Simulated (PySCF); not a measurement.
B(OH)2(OSiH3) (BH5O3Si), SMILES OB(O)O[SiH3].

Geometry: PBE0-D3(BJ)/def2-SVP. The values are those of a single conformer.

Level of theory: PBE0-D3(BJ)/def2-SVP (PySCF).

Frequencies are harmonic and unscaled.

Computed normal modes with their intensities:
```json
[
 {"mode": "1", "ν (cm⁻¹)": "80", "IR (km/mol)": "3.7", "moving atoms (share of kinetic energy)": "O 50 %, H 42 %"},
 {"mode": "2", "ν (cm⁻¹)": "102", "IR (km/mol)": "7.0", "moving atoms (share of kinetic energy)": "H 65 %, O 33 %"},
 {"mode": "3", "ν (cm⁻¹)": "109", "IR (km/mol)": "5.7", "moving atoms (share of kinetic energy)": "O 56 %, Si 26 %, H 14 %"},
 {"mode": "4", "ν (cm⁻¹)": "345", "IR (km/mol)": "0.0", "moving atoms (share of kinetic energy)": "H 95 %"},
 {"mode": "5", "ν (cm⁻¹)": "402", "IR (km/mol)": "26.0", "moving atoms (share of kinetic energy)": "O 61 %, Si 20 %, H 13 %"},
 {"mode": "6", "ν (cm⁻¹)": "487", "IR (km/mol)": "14.6", "moving atoms (share of kinetic energy)": "O 67 %, H 20 %, B 10 %"},
 {"mode": "7", "ν (cm⁻¹)": "496", "IR (km/mol)": "218.7", "moving atoms (share of kinetic energy)": "H 86 %, O 13 %"},
 {"mode": "8", "ν (cm⁻¹)": "668", "IR (km/mol)": "19.1", "moving atoms (share of kinetic energy)": "B 69 %, H 17 %, O 12 %"},
 {"mode": "9", "ν (cm⁻¹)": "708", "IR (km/mol)": "17.7", "moving atoms (share of kinetic energy)": "H 58 %, O 24 %, Si 13 %"},
 {"mode": "10", "ν (cm⁻¹)": "732", "IR (km/mol)": "95.7", "moving atoms (share of kinetic energy)": "H 67 %, O 14 %, B 12 %"},
 {"mode": "11", "ν (cm⁻¹)": "770", "IR (km/mol)": "34.6", "moving atoms (share of kinetic energy)": "O 48 %, H 37 %, Si 14 %"},
 {"mode": "12", "ν (cm⁻¹)": "924", "IR (km/mol)": "191.9", "moving atoms (share of kinetic energy)": "H 89 %, O 10 %"},
 {"mode": "13", "ν (cm⁻¹)": "949", "IR (km/mol)": "69.6", "moving atoms (share of kinetic energy)": "H 96 %"},
 {"mode": "14", "ν (cm⁻¹)": "950", "IR (km/mol)": "82.6", "moving atoms (share of kinetic energy)": "H 96 %"},
 {"mode": "15", "ν (cm⁻¹)": "967", "IR (km/mol)": "307.5", "moving atoms (share of kinetic energy)": "H 74 %, O 20 %"},
 {"mode": "16", "ν (cm⁻¹)": "1008", "IR (km/mol)": "93.1", "moving atoms (share of kinetic energy)": "O 45 %, H 42 %, Si 11 %"},
 {"mode": "17", "ν (cm⁻¹)": "1063", "IR (km/mol)": "161.6", "moving atoms (share of kinetic energy)": "O 53 %, H 41 %"},
 {"mode": "18", "ν (cm⁻¹)": "1440", "IR (km/mol)": "390.6", "moving atoms (share of kinetic energy)": "B 72 %, O 26 %"},
 {"mode": "19", "ν (cm⁻¹)": "1492", "IR (km/mol)": "707.7", "moving atoms (share of kinetic energy)": "B 70 %, O 23 %"},
 {"mode": "20", "ν (cm⁻¹)": "2242", "IR (km/mol)": "81.1", "moving atoms (share of kinetic energy)": "H 98 %"},
 {"mode": "21", "ν (cm⁻¹)": "2243", "IR (km/mol)": "147.6", "moving atoms (share of kinetic energy)": "H 96 %"},
 {"mode": "22", "ν (cm⁻¹)": "2263", "IR (km/mol)": "116.4", "moving atoms (share of kinetic energy)": "H 97 %"},
 {"mode": "23", "ν (cm⁻¹)": "3948", "IR (km/mol)": "22.5", "moving atoms (share of kinetic energy)": "H 94 %"},
 {"mode": "24", "ν (cm⁻¹)": "3960", "IR (km/mol)": "121.3", "moving atoms (share of kinetic energy)": "H 94 %"}
]
```
